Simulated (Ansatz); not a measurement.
The first iterations of a band of H₅NOSiSn (9 atoms, charge 0, multiplicity 1).

Computed with Ansatz, RKS PBE0/def2-SVP.

```yaml
movable_images: 5
climbing_image: yes
spring: 5.0 eV/Å²
optimiser: quadratic models (default)
start_path: through a guess of the saddle point
force_threshold: 0.03 eV/Å
iteration_limit: 10
end_points: relaxed
```

Image 0:

```xyz
9
Properties=species:S:1:pos:R:3
N -0.797 1.751 0.246
Si -0.726 0.058 0.302
O 0.429 -0.659 1.172
Sn 1.051 -1.390 -0.807
H 0.026 2.338 0.311
H -1.623 2.252 -0.059
H -2.128 -0.435 0.252
H 1.160 -3.100 -0.569
H 2.697 -0.862 -0.865
```

Image 6:

```xyz
9
Properties=species:S:1:pos:R:3
N -0.770 1.815 0.080
Si -1.528 0.291 -0.107
O -0.299 -0.589 0.792
Sn 0.916 -1.214 -1.204
H 0.114 1.966 0.561
H -1.115 2.651 -0.380
H -0.589 -1.439 1.147
H 0.950 -2.842 -0.492
H 2.410 -0.686 -0.415
```

| iteration | highest image above the first end (eV) | largest band force component (eV/Å) |
| --- | --- | --- |
| 1 | 4.729 | 10.060 |
| 2 | 3.302 | 3.470 |
| 3 | 2.840 | 1.744 |

Does the band converge within its limit, and where does its top end?

It converged. It ended after 10 iterations with the highest image 2.690 eV above the first end. Neighbouring images differ by up to 1.6 eV, so the band resolves the path poorly. Another band between the same ends (5 images) ends at a top of the same energy, where a vibrational analysis finds 1 clearly imaginary mode. The orbitals stay closed-shell, which can raise the energy where a bond breaks towards radicals; this wasn't checked here.

Time of the run: 2.6 min on 2 threads of Arm Neoverse V1, with other jobs on the host, peak memory 0.22 GiB.
